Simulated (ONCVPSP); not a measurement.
# Te: one change to an ONCV potential, before and after

ONCVPSP 4.0.1 input, shortened (lines: element, Z, core and valence counts, functional; n l f; lmax; l rc ep ncon nbas qcut; lloc lpopt rc5 dvloc0; l nproj debl; icmod fcfact rcfact), PBE, scalar-relativistic:

```
  Te 52.00    6    5        4      upf
    1    0    2.00
    2    0    2.00
    2    1    6.00
    3    0    2.00
    3    1    6.00
    3    2   10.00
    4    0    2.00
    4    1    6.00
    4    2   10.00
    5    0    2.00
    5    1    4.00
    2
    0    1.25    0.00    5   10    9.90
    1    1.30    0.00    5    8   13.20
    2    1.20    0.00    3    6   12.70
    4    5    0.80    0.00
    0    2    2.30
    1    2    2.30
    2    2    2.80
    2    0.50    1.10
```

Change: p: qcut 11.1.

Cutoffs: the cutoffs (Ha) at which the residual kinetic energy of the hardest occupied pseudo-wave falls to 1 and 0.1 mHa per electron; they do not see the model core or the augmentation charge, which bear on the density cutoff. Errors are all-electron minus pseudo energies relative to the spin-unpolarised reference configuration.

**Question.** Predict the effect on cutoff, ghosts and configuration errors.

**Answer.** The potential gets softer (59 Ha and 69 Ha → 52 Ha and 61 Ha); the errors of the 4 common tests hardly move; neither file shows a bound ghost. The waves are optimised to have the least kinetic energy above qcut, so the cutoff follows it (qcut²/2 in Ha).

```csv
quantity,base,changed
"cutoff, loose",59 Ha,52 Ha
"cutoff, tight",69 Ha,61 Ha
loose cutoff by channel,"s 41 Ha, p 59 Ha, d 52 Ha","s 41 Ha, p 46 Ha, d 52 Ha"
bound ghosts,none,none
GHOST(+) flags under 300 eV,s at 178.5 eV,s at 178.5 eV
"error for 4s2 4p6 4d10 5s2 5p3, meV [ΔE 9.73 eV]",-4.8,-4.8
"error for 4s2 4p6 4d10 5s2 5p2, meV [ΔE 27.65 eV]",-8.7,-8.8
"error for 4s2 4p6 4d10 5s2 5p1, meV [ΔE 54.55 eV]",-15,-15
"error for 4s2 4p6 4d10 5s0 5p6, meV [ΔE 18.70 eV]",-6.5,-5.8
s: phases at 1.27 bohr within 0.05 rad from the reference energy up to (Ha; the scan ends near 5),to the end of the scan,to the end of the scan
p: phases at 1.32 bohr within 0.05 rad from the reference energy up to (Ha; the scan ends near 5),to the end of the scan,to the end of the scan
d: phases at 1.22 bohr within 0.05 rad from the reference energy up to (Ha; the scan ends near 5),to the end of the scan,to the end of the scan
"rms error of d²Exc/dni dnj with the model core, mHa",0.74,0.71
```
